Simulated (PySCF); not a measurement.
F₄Nb (SMILES [F][Nb+]([F])([F])[F]), charge +1, singlet, geometry from GFN2-xTB (such geometries of metal compounds can be far from the true shape) (the multiplicity is a formal guess) (core potentials on Nb).

Here is a job for PySCF.
```python
from pyscf import gto, scf, dft

mol = gto.M(
    atom='''
Nb    0.000000    0.000000    0.000000
F     1.172470    0.826554   -1.022711
F     0.841746   -1.105257    1.083367
F    -1.122575   -0.908216   -1.009347
F    -0.891640    1.186919    0.948691
''',
    basis='def2-svp',
    ecp={'Nb': 'def2-svp'},
    charge=1,
    spin=0,
    verbose=4,
)

mf = dft.RKS(mol)
mf.xc = 'blyp'
mf.disp = 'd3bj'
mf.kernel()
```

Problem. Estimate the Mulliken (on the basis functions themselves) charges in atom order that BLYP-D3BJ/def2-SVP (PySCF) returns for this input.

Solution. Nb1 1.51, F2 -0.13, F3 -0.13, F4 -0.13, F5 -0.13

Problem. Estimate the HOMO energy that BLYP-D3BJ/def2-SVP returns for this input.

Solution. -17.63 eV

Problem. Predict the total energy from BLYP-D3BJ/def2-SVP.

Solution. -455.9525 Eh

Problem. Predict the nuclear repulsion energy from BLYP-D3BJ/def2-SVP.

Solution. 229.9655 Eh

Problem. What is the computed number of basis functions (BLYP-D3BJ/def2-SVP)?

Solution. 87
